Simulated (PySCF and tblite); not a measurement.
Results of a calculation; reference values are marked as such.
C6H11F, numbered as in [F:1][CH:2]1[CH2:3][CH2:4][CH2:5][CH2:6][CH2:7]1.

The ensemble was built from 90 distance-geometry starts (ETKDG and KDG, MMFF94s, GFN2-xTB) and rests on PBE0-D3(BJ)/def2-SVP geometries. Free energies are PBE0-D3(BJ)/def2-TZVP single points with GFN2-xTB rigid-rotor and vibrational terms (modes under about 100 cm⁻¹ blended into free rotors). Symmetry numbers and mirror images are counted. Conformers within 4 kcal/mol (GFN2-xTB free energy) were kept, 5 at most. Of two unlike H on one atom, a is the less shielded (PBE0/pcSseg-1). Run with PySCF (density fitting) and tblite.

An NOE distance is ⟨r⁻⁶⟩^(−1/6) over all pairs of like atoms and, for the average, over conformers.

The 6-ring runs over atoms 2–3–4–5–6–7.

```csv
conformer,shape,weight %
1,6-ring chair (all substituents equatorial),63.1
2,6-ring chair (F1 axial),36.9
```

(1) Which H–H contacts under 3.5 Å would NOEs report (pairs on one atom left out) at 298.15 K?

(2) In a model where alignment follows shape alone (order matrix 0.0005 × (3G/tr G − 1)/2, G the second moments of the atom positions; splitting J + 2D), what are the one-bond C–H dipolar couplings D?

Results:

(1) 
```tsv
pair	in 1 (Å)	in 2 (Å)	average (Å)
H2 ··· H3a/H7a	2.47	2.45	2.46
H4b/H6b ··· H5a	2.48	2.49	2.48
H4a/H6a ··· H5b	2.48	2.48	2.48
H4a/H6a ··· H5a	2.52	3.07	2.65
H2 ··· H3b/H7b	3.05	2.49	2.74
H3b/H7b ··· H4a/H6a	2.78	2.75	2.77
H4b/H6b ··· H5b	3.07	2.51	2.77
H3a/H7a ··· H4b/H6b	2.78	2.78	2.78
H2 ··· H4b/H6b	2.62	4.31	2.82
H3b/H7b ··· H5b	2.64	4.32	2.84
H3a/H7a ··· H4a/H6a	2.82	3.35	2.95
H3b/H7b ··· H4b/H6b	3.35	2.83	3.08
H3a/H7a ··· H5a	4.33	2.65	3.09
```

Longer pairs under the limit may be missing.

(2) H2 1.6 Hz (3.1 in conformer 1), H3a/H7a 0.5 Hz (-0.9 in conformer 1), H3b/H7b 1.6 Hz (3.1 in conformer 1), H4b/H6b 1.6 Hz (3.1 in conformer 1), H4a/H6a 0.5 Hz (-0.9 in conformer 1), H5a 0.3 Hz (-1.2 in conformer 1), H5b 1.6 Hz (3.1 in conformer 1).
